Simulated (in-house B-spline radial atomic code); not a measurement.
The krypton ion Kr⁶⁺: [Ar] (3d3/2)3 (3d5/2)6 4s2 (4p1/2)1 (an excited or competing configuration)

Level of theory: Dirac-Hartree-Fock, average of the jj configuration, Fermi nucleus of rms radius 4.1884 fm; calculated with an all-electron radial atomic-structure program (B-spline basis).

Effective charges: Z_r = [3n² - l(l+1)]/(2<r>) from the radius, Z_e = n√(-2ε) from the energy, and Slater's rules. Values are occupation-weighted means over j. An effective charge above Z reflects the relativistic contraction of the inner shells.

```csv
shell,electrons,ε (eV),<r> (bohr),Z_r,Z_e,Slater
1s,2,-14529,0.04147,36.17,32.68,35.70
2s,2,-2076.3,0.1826,32.86,24.71,31.85
2p,6,-1843.9,0.1599,31.26,23.28,31.85
3s,2,-412.89,0.5211,25.91,16.53,24.75
3p,6,-335.33,0.5305,23.56,14.89,24.75
3d,9,-210.02,0.5315,19.76,11.79,15.20
4s,2,-112.98,1.346,17.83,11.53,10.85
4p,1,-96.646,1.452,15.85,10.66,10.85
```

The least bound orbital is 4p1/2 at -96.65 eV, and it is also the most diffuse (<r> = 1.452 bohr). The part-filled 3d shell lies below the filled 4s shell in orbital energy.

For the 1s electron the small component carries 1.71 % of the norm, the zero-frequency Breit interaction raises the level by 23.62 eV, self-energy by 12.52 eV, and vacuum polarisation lowers it by 1.302 eV.
